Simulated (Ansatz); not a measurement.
`[NH2][AlH][SiH3]` + `OC[SiH2]Cl` → `[SiH3]OC[SiH2]Cl` + `[NH2][AlH2]`  (cleavage of the Si–Al bond)

Program: Ansatz. Geometries: PBE0-D4/def2-TZVP. ΔE: electronic, gas phase. CCSD(T)/CBS is the MP2 limit (def2-TZVPP, def2-QZVPP) plus CCSD(T) − MP2 in def2-TZVPP, frozen cores. This one scheme is used for every species. Functionals use def2-TZVPP. Each species was taken in one conformer, which may not be the lowest.

```tsv
level	ΔE (kJ/mol)
r2SCAN-D4	-71.1
B2PLYP	-84.5
PBE0	-58.7
CCSD/def2-TZVPP	-82.2
CCSD(T)/def2-TZVPP	-79.1
MP2/def2-QZVPP	-90.5
HF/CBS(def2)	-107.0
MP2/CBS(def2)	-89.8
```

Task: What does CCSD(T)/CBS give? (An estimate is asked.)

Result: Ansatz gave: -79.3 kJ/mol. The listed levels differ from it by 8.2, -5.2, 20.6, -2.9, 0.2, -11.2, -27.7, -10.5 kJ/mol.

Largest T1 diagnostic among the species: 0.013.

From PBE to PBE0 (25 % exact exchange), in def2-TZVPP and without D4, ΔE moves by −8.0 kJ/mol. In def2-TZVPP, CCSD(T) changes the Hartree–Fock value by +25.3 kJ/mol (the triples alone add +3.1 kJ/mol) and MP2 by +14.8 kJ/mol.
